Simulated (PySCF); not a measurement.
# Gas-phase XPS of `C=[N][GaH2-][S+](C)C`, computed

Compound: C3H10GaNS.
Bonds: C1–N2 (double), N2–Ga3, Ga3–S4, S4–C5, S4–C6. Hydrogens: H7, H8 on C1; H9, H10 on Ga3; H11, H12, H13 on C5; H14, H15, H16 on C6.

Level of theory: delta-SCF UKS SCAN, pcX-2 on the ionised atom, pcseg-1 elsewhere, spin-free X2C (PySCF). Binding energies are ΔSCF values: E(core-ionised, relaxed orbitals) − E(ground state) at a fixed geometry, referred to the vacuum level.

Problem. List the computed XPS lines with their assignment.

Solution. 
```
atom(s)                bonded to  level  binding energy (eV)  above the level's lowest (eV)  count
     S4               2 C and Ga   S 1s              2477.95                           0.00      1
     N2   C (double bond) and Ga   N 1s               403.23                           0.00      1
  C5/C6                S and 3 H   C 1s               291.78                          +0.71      2
     C1  N (double bond) and 2 H   C 1s               291.07                           0.00      1
```

The listed C 1s values span 0.71 eV, from C1 (bonded to N (double bond) and 2 H) to C5/C6 (bonded to S and 3 H).

Problem. Which photon wavelength matches the C 1s of C1 threshold?

Solution. λ = hc/E = 12398.42 eV Å / 291.07 eV = 42.596 Å.

Problem. Give the binding energy of C 1s of C1 in hartree and in kJ/mol.

Solution. 291.07 eV = 10.6966 Eh = 28084 kJ/mol.

One atom of each set of topologically equivalent atoms was ionised and stands for the set; in this conformer not all members are related by symmetry, and their own values weren't computed. Not every level is listed. No level of gallium is listed. The structure is a single PBE0-D3(BJ)/def2-SVP conformer in the gas phase; no vibrational or solvent corrections.

The run took 72 s wall on one thread, Arm Neoverse V1, no GPU, shared host.

Shape of the structure used: `[CH2:1]=[N:2][GaH2-:3][S+:4]([CH3:5])[CH3:6]`: C1–N2–Ga3–S4 -151°, N2–Ga3–S4–C5 -156°.
